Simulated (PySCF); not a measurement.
## Working out the ionisation energy of Kr⁺

Kr⁺ [Ar] 3d10 4s2 4p5 (2P) → Kr²⁺ [Ar] 3d10 4s2 4p4 (3P). Calculation: PySCF 2.14, in pcseg-2 (6s5p3d1f, 43 functions); the non-relativistic Hamiltonian (point nucleus). Frozen: [Ar] 3d10. Energies in hartree (1 hartree = 27.21139 eV):

```json
{"part": "UHF", "Kr⁺ (lower)": "-2751.543031", "Kr²⁺ (upper)": "-2750.688438"}
{"part": "CCSD correlation", "Kr⁺ (lower)": "-0.156880", "Kr²⁺ (upper)": "-0.126854"}
{"part": "(T)", "Kr⁺ (lower)": "-0.004041", "Kr²⁺ (upper)": "-0.003001"}
```

Question: What does Hartree-Fock give?

Answer: (-2750.688438) − (-2751.543031) = 0.854593 hartree = 23.255 eV.

Question: What do CCSD and CCSD(T) give?

Answer: The CCSD correlation energies differ by 0.030026 hartree = 0.817 eV and the triples by 0.001040 hartree = 0.028 eV, so CCSD gives 24.072 eV and CCSD(T) 24.100 eV.

Reference: 24.360 eV (measured; NIST Atomic Spectra Database, ionization energies), between the lowest levels; spin-orbit coupling is absent from the calculation.

The calculation is non-relativistic.

What remains against the reference includes basis incompleteness, the frozen core and higher excitations.
